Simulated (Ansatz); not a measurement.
RbMn, multiplicity 7 (lowest of 2S+1 = 1, 3, 5, 7 at CCSD(T)/def2-TZVPP on PBE0 minima; our sources give no spin for the ground state, which may be another), most abundant isotopes (54.9380 and 84.9118 u). Constants from fifth-degree fits in 1/R to seven points on the lowest solution found; no spin–orbit coupling, no relativity up to Kr; ω_e x_e and α_e move by some per cent with the fit.

Correlated levels freeze the inner cores; with def2 sets outer-core shells near the valence are correlated too.

Run with Ansatz (a program for electronic structure) with Gaussian orbitals. Values without a source in brackets are computed. In def2 rows elements past Kr take small-core potentials, without spin–orbit coupling.

```json
[
 {"level": "PBE/def2-TZVPP", "r_e (Å)": "3.9618", "ω_e (cm⁻¹)": "62.1", "ω_e x_e (cm⁻¹)": "0.489", "α_e (cm⁻¹)": "0.000279"},
 {"level": "CCSD(T)/def2-TZVPP", "r_e (Å)": "4.1813", "ω_e (cm⁻¹)": "42.4", "ω_e x_e (cm⁻¹)": "0.825", "α_e (cm⁻¹)": "0.000491"}
]
```

Problem. Derive the rotational constants, the centrifugal constant, the fundamental, the zero-point energy and the force constant.

Solution. 
μ = 33.35640 u.
- PBE/def2-TZVPP: B_e = 16.8576/(μ r_e²) = 0.032198 cm⁻¹; B₀ = B_e − α_e/2 = 0.032058 cm⁻¹; D = 4B_e³/ω_e² = 3.46e-08 cm⁻¹; fundamental ω_e − 2ω_e x_e = 61 cm⁻¹; zero-point energy ω_e/2 − ω_e x_e/4 = 31 cm⁻¹; k = μ(2πcω_e)² = 7.59 N/m
- CCSD(T)/def2-TZVPP: B_e = 16.8576/(μ r_e²) = 0.028907 cm⁻¹; B₀ = B_e − α_e/2 = 0.028661 cm⁻¹; D = 4B_e³/ω_e² = 5.37e-08 cm⁻¹; fundamental ω_e − 2ω_e x_e = 41 cm⁻¹; zero-point energy ω_e/2 − ω_e x_e/4 = 21 cm⁻¹; k = μ(2πcω_e)² = 3.54 N/m
